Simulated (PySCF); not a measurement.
## Electron correlation in Sr (strontium, neutral)

[Kr] 5s1 5p1, high-spin 3P determinant (an excited configuration). Computed with PySCF 2.14 in aug-cc-pwCVTZ-X2C (10s9p7d3f, 93 functions), with the spin-free X2C one-electron Hamiltonian (Gaussian nucleus). Frozen: [Ar] 3d10; 10 electrons correlated.

MP2 pair energies summed by pair of shells (mhartree):

```
 pair   energy  share (%)
4p-4p  -132.71       67.5
4s-4p   -35.02       17.8
4p-5s   -13.16        6.7
4s-4s    -7.00        3.6
4p-5p    -5.64        2.9
5s-5p    -1.67        0.9
4s-5s    -0.87        0.4
4s-5p    -0.42        0.2
```

Total MP2 correlation energy: -196.50 mhartree.

Same-spin part -54.63 and opposite-spin part -141.87 mhartree; SCS-MP2 scales them by 1/3 and 6/5 to -188.45 mhartree.
